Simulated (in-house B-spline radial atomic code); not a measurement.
## Cl⁶⁺: [He] 2s1 2p6 3s1 3d1 (an excited or competing configuration)

Level of theory: non-relativistic BHandHLYP, spin-polarised, spherical fractional occupations, exact exchange averaged over the configuration, point nucleus; calculated with an all-electron radial atomic-structure program (B-spline basis).

Effective charges: Z_r = [3n² - l(l+1)]/(2<r>) from the radius, Z_e = n√(-2ε) from the energy, and Slater's rules. Values are occupation-weighted means over spin.

```tsv
shell	electrons	ε (eV)	<r> (bohr)	Z_r	Z_e	Slater
1s	2	-2949.4	0.09129	16.43	14.72	16.70
2s	1	-404.09	0.4321	13.89	10.90	13.20
2p	6	-337.58	0.3921	12.75	9.96	13.20
3s	1	-117.54	1.225	11.02	8.82	9.05
3d	1	-81.176	1.263	8.32	7.33	7.00
```

The least bound orbital is 3d up at -81.18 eV, and it is also the most diffuse (<r> = 1.263 bohr). The part-filled 2s shell lies below the filled 2p shell in orbital energy.
